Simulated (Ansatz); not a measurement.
Start from `[OH][Ge]([SiH3])([Cl])[Cl]` and change one atom or group to get `[OH][GeH]([Cl])[Cl]`.

Ansatz, PBE0-D4/def2-TZVP geometries, multiplicity 1. Each molecule was computed in one conformer, which needn't be the lowest.

Scalar relativity is left out up to krypton.

| property | `[OH][Ge]([SiH3])([Cl])[Cl]` |
| --- | --- |
| HOMO energy (B3LYP/def2-TZVPP) / eV | -8.46 |
| HOMO energy (PBE0/def2-TZVPP) / eV | -8.70 |
| size of the dipole moment (B3LYP/def2-TZVPP) / D | 1.63 |
| size of the dipole moment (PBE/def2-TZVPP) / D | 1.55 |
| zero-point energy (PBE0-D4/def2-TZVP) / kJ/mol | 109.2 |
| LUMO energy (PBE0/def2-TZVPP) / eV | -0.97 |

Q: What does the change do to each property? (An estimate is asked.)

A: Computed: 
| property | `[OH][GeH]([Cl])[Cl]` | shift |
| --- | --- | --- |
| HOMO energy (B3LYP/def2-TZVPP) / eV | -8.92 | -0.46 |
| HOMO energy (PBE0/def2-TZVPP) / eV | -9.23 | -0.53 |
| size of the dipole moment (B3LYP/def2-TZVPP) / D | 0.58 | -1.05 |
| size of the dipole moment (PBE/def2-TZVPP) / D | 0.64 | -0.91 |
| zero-point energy (PBE0-D4/def2-TZVP) / kJ/mol | 64.9 | -44.3 |
| LUMO energy (PBE0/def2-TZVPP) / eV | -0.78 | 0.19 |

With PBE0 the HOMO falls by 0.53 eV and the LUMO rises by 0.19 eV, so the gap widens by about 0.72 eV. PBE moves the HOMO by -0.25 eV and ωB97M-V by -0.76 eV. The zero-point energy changes by -44.3 kJ/mol with -9 modes. Dipoles are sizes alone; their direction can turn.

Positive LUMOs are unbound, so they and the gaps depend on the basis.

B3LYP here is the variant with VWN-RPA as its local correlation; programs differ in this.
